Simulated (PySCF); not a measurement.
FSr (SMILES [F][Sr+]), charge +1, singlet, at a GFN2-xTB geometry (such geometries of metal compounds can be far from the true shape) (core potentials on Sr). Base run: DF-PBE/def2-SVP (PySCF).

PySCF was given this input:
```python
from pyscf import gto, scf, dft

mol = gto.M(
    atom='''
Sr   -0.000000   -0.000000   -0.412927
F     0.000000    0.000000    1.743470
''',
    basis='def2-svp',
    ecp={'Sr': 'def2-svp'},
    charge=1,
    spin=0,
    verbose=4,
)

mf = dft.RKS(mol)
mf.xc = 'pbe'
mf = mf.density_fit(auxbasis='def2-universal-jkfit')
mf.kernel()
mf.analyze()
```

Each row names what was changed in the base input (with any setting that the change needs).

| change | basis functions | E (Eh) | HOMO (eV) | HOMO-LUMO gap (eV) |
|---|---|---|---|---|
| base | 37 | -130.21916 | -11.81 | 4.07 |
| basis = LANL2DZ | 21 | -129.98671 | -10.00 | 1.97 |
| basis = def2-SV(P) | 37 | -130.21916 | -11.81 | 4.07 |
| basis = def2-SVPD | 49 | -130.23180 | -12.00 | 4.28 |
| basis = def2-TZVP | 64 | -130.35543 | -11.97 | 4.26 |
| basis = def2-TZVPP | 71 | -130.35653 | -11.97 | 4.26 |
| basis = def2-TZVPD | 73 | -130.35880 | -11.98 | 4.31 |
| basis = def2-QZVP | 106 | -130.36435 | -11.98 | 4.29 |
| basis = def2-QZVPP | 120 | -130.36596 | -11.98 | 4.30 |

Totals compare only among sets that treat the same electrons; sets with core potentials leave the core out.
